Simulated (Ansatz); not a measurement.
Gas-phase electronic energies from Ansatz, PBE0-D4/def2-TZVP geometries. CCSD(T)/CBS adds triple-zeta CCSD(T) − MP2 to the extrapolated MP2 energy (def2 sets, frozen cores). This one scheme is used for every species. Each species was taken in one conformer, which may not be the lowest.

Consider the substitution at a C–C bond: `CCC` + `C[SiH](N)N` → `CN[SiH](C)N` + `CC`.

| level | ΔE (eV) |
| --- | --- |
| SCS-MP2/def2-QZVPP | 0.42 |
| CCSD/CBS(def2) | 0.43 |

Problem. What does CCSD(T)/CBS give? (An estimate is asked.)

Solution. Computed: +0.42 eV. The listed levels differ from it by 0.00, 0.01 eV.

Largest T1 diagnostic among the species: 0.010.
